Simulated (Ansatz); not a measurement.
Ansatz (a quantum-chemistry and plane-wave program) job for TaF₆, SMILES [F][Ta-]([F])([F])([F])([F])[F], charge -1, multiplicity 1, PBE-D3(BJ)/def2-SVPD. 

Ansatz 0.2 input:
```yaml
crystal:
  periodic: [false, false, false]
  atoms:
    - {symbol: Ta, position_ang: [0.00000000, 0.00000000, 0.00000000]}
    - {symbol: F, position_ang: [0.00000000, 1.93285786, 0.00000000]}
    - {symbol: F, position_ang: [0.00000000, -1.93285786, 0.00000000]}
    - {symbol: F, position_ang: [0.00000000, 0.00000000, -1.93285786]}
    - {symbol: F, position_ang: [1.93285786, 0.00000000, 0.00000000]}
    - {symbol: F, position_ang: [-1.93285786, 0.00000000, 0.00000000]}
    - {symbol: F, position_ang: [0.00000000, 0.00000000, 1.93285786]}
basis:
  gaussian:
    orbitals: def2-SVPD
hamiltonian:
  xc: pbe
  dispersion: d3bj
total_charge: -1
relax: {f_tol: 0.002, max_steps: 200}
```

It prints:

```
WARN ansatz: RAYON_NUM_THREADS=2 ignored (pool sized by the plan → 2); use --threads N
Functional definition: PBE
integrals: 0.11 GiB planned
1426 factors; their error is unknown
mean field: 0.75 GiB planned
mean field evaluation 1: about -17835.9964 eV, gradient 5.5e1 eV
mean field evaluation 2: about -17773.9878 eV, gradient 2.0e2 eV
mean field evaluation 4: about -17841.4473 eV, gradient 4.7e0 eV
mean field evaluation 8: about -17841.5062 eV, gradient 6.5e-2 eV
mean field evaluation 16: about -17841.4442 eV, gradient 3.7e-6 eV
mean field -17841.44421791 eV, -655.6609816431 hartree, gradient 3.6e-6 eV, S^2 0.000000; 0 other end points of the search recorded, 0 dependent functions left out
the calculation of the forces begins
reference -17841.44426640 eV, -655.6609834248 hartree; 34, 34 occupied and 139, 139 virtual orbitals, 1426 factors
relax step   1: F+E_penalty+E_count = -17841.56076240 eV  Δ(F+E_penalty+E_count) = +0.000e0 eV  max|allowed force component| = 2.458e-1 eV/Å  Δτ_max = 0.0000 Å  (29 SCF iters, accepted)
these checks for a lower state are left out or cut short: starts, cluster_reference, orbital_swaps, neighbouring_geometries, increment
integrals: 0.11 GiB planned
1426 factors; their error is unknown
mean field: 0.75 GiB planned
mean field -17841.45077635 eV, -655.6612226613 hartree, gradient 1.4e-5 eV, S^2 0.000000; 0 other end points of the search recorded, 0 dependent functions left out
the calculation of the forces begins
reference -17841.45082493 eV, -655.6612244466 hartree; 34, 34 occupied and 139, 139 virtual orbitals, 1426 factors
relax step   2: F+E_penalty+E_count = -17841.56694033 eV  Δ(F+E_penalty+E_count) = -6.178e-3 eV  max|allowed force component| = 1.248e-2 eV/Å  Δτ_max = 0.0089 Å  (28 SCF iters, accepted)
these checks for a lower state are left out or cut short: starts, cluster_reference, orbital_swaps, neighbouring_geometries, increment
integrals: 0.11 GiB planned
1426 factors; their error is unknown
mean field: 0.75 GiB planned
mean field evaluation 32: about -17841.4508 eV, gradient 2.2e-5 eV
mean field -17841.45077406 eV, -655.6612225769 hartree, gradient 2.1e-5 eV, S^2 0.000000; 0 other end points of the search recorded, 0 dependent functions left out
the calculation of the forces begins
reference -17841.45082263 eV, -655.6612243620 hartree; 34, 34 occupied and 139, 139 virtual orbitals, 1426 factors
relax step   3: F+E_penalty+E_count = -17841.56695680 eV  Δ(F+E_penalty+E_count) = -1.647e-5 eV  max|allowed force component| = 5.283e-5 eV/Å  Δτ_max = 0.0004 Å  (28 SCF iters, accepted)
integrals: 0.11 GiB planned
1426 factors; their error is unknown
mean field: 0.75 GiB planned
mean field -17841.45077406 eV, -655.6612225769 hartree, gradient 2.1e-5 eV, S^2 0.000000; 1 other end points of the search recorded, 0 dependent functions left out
the calculation of the forces begins
reference -17841.45082263 eV, -655.6612243620 hartree; 34, 34 occupied and 139, 139 virtual orbitals, 1426 factors
Total energy: -17841.56700537 eV, -655.6654939990 hartree
Atom 0 at    -0.000000    -0.000000    -0.000000 Å, force     0.000000    -0.000000    -0.000000 eV/Å
Atom 1 at     0.000000     1.941322     0.000000 Å, force     0.000000    -0.000053     0.000000 eV/Å
Atom 2 at     0.000000    -1.941322    -0.000000 Å, force     0.000000     0.000053    -0.000000 eV/Å
Atom 3 at     0.000000     0.000000    -1.941322 Å, force     0.000000    -0.000000     0.000053 eV/Å
Atom 4 at     1.941322    -0.000000    -0.000000 Å, force    -0.000053    -0.000000     0.000000 eV/Å
Atom 5 at    -1.941322    -0.000000     0.000000 Å, force     0.000053    -0.000000    -0.000000 eV/Å
Atom 6 at    -0.000000     0.000000     1.941322 Å, force     0.000000     0.000000    -0.000053 eV/Å
Dipole moment:     0.000000    -0.000000    -0.000000 e Å
```

The run converged.

Cost: very roughly 30 core-seconds.
